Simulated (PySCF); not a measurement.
Molecule: C$_{3}$H$_{3}$N$_{2}$ (charge -1, singlet). It need not be the lowest isomer of its formula. Whether it binds its extra electron was not tested at this geometry. 
Geometry from a B3LYP-D3(BJ)/def2-TZVP (Ansatz) optimisation:
```
C
N 1 1.3318
N 2 1.3775 1 101.56
H 3 1.0040 2 116.30 1 -180.00
C 3 1.3670 4 125.34 2 180.00
H 1 1.0845 2 118.97 3 -180.00
C 1 1.4109 6 129.37 2 -180.00
H 7 1.0826 1 125.75 6 0.00
```
Charge -1, spin multiplicity 1.

Dispersion corrections to the total energy (kcal/mol) from the dftd3 and dftd4 libraries through PySCF: D3(BJ) without and D4 with the three-body term, each with the damping fitted for the functional named.

```json
[
 {"functional": "LC-wPBE", "D3(BJ)": "-3.37", "D4": "___"},
 {"functional": "BHLYP", "D3(BJ)": "___", "D4": "-4.93"},
 {"functional": "B2GP-PLYP", "D3(BJ)": "-2.19", "D4": "-1.81"},
 {"functional": "CAM-B3LYP", "D3(BJ)": "-2.73", "D4": "-3.66"},
 {"functional": "BLYP", "D3(BJ)": "-8.09", "D4": "-10.40"},
 {"functional": "r2SCAN", "D3(BJ)": "-0.97", "D4": "___"},
 {"functional": "TPSS", "D3(BJ)": "-4.70", "D4": "-6.11"}
]
```

Q: Some entries are withheld; supply them.

A: 
- LC-wPBE, D4: -4.96
- BHLYP, D3(BJ): -5.03
- r2SCAN, D4: -1.06
